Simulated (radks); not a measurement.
Values are calculated unless marked as measured or tabulated.
Charge is removed step by step from the 4p (averaged over the sub-levels emptied) level of the selenium ion Se2+, starting from [Ar] 3d10 4s2 4p2. Code: a radial shooting solver on a logarithmic mesh with Libxc functionals. Model: Dirac Kohn-Sham, PBEsol, spin-unpolarised, spherical densities, point nucleus; open shells are shared between the two j in proportion to 2j + 1.

removed (e)  E - E(0) (eV)  eigenvalue (eV)  E minus straight line (eV)
0                    0.000          -25.493                       0.000
0.25                 6.705          -28.158                      -1.022
0.5                 14.083          -30.876                      -1.371
0.75                22.147          -33.642                      -1.034
1                   30.908          -36.453                       0.000

Removing the whole electron costs 30.908 eV by Delta-SCF, against 25.493 eV from minus the eigenvalue at the starting occupation. Slater's transition state (half an electron removed) gives 30.876 eV. Integrating minus the eigenvalue over the occupation (Janak's theorem) gives 30.908 eV. The mean slope of the eigenvalue, de/dn, is 11.0 eV per electron. Ionisation energy of Se2+ in the NIST Atomic Spectra Database: 31.70 eV (measured).

Beside tabulated values, note that spin-unpolarised runs miss the spin-polarisation part of the exchange energy of open shells.
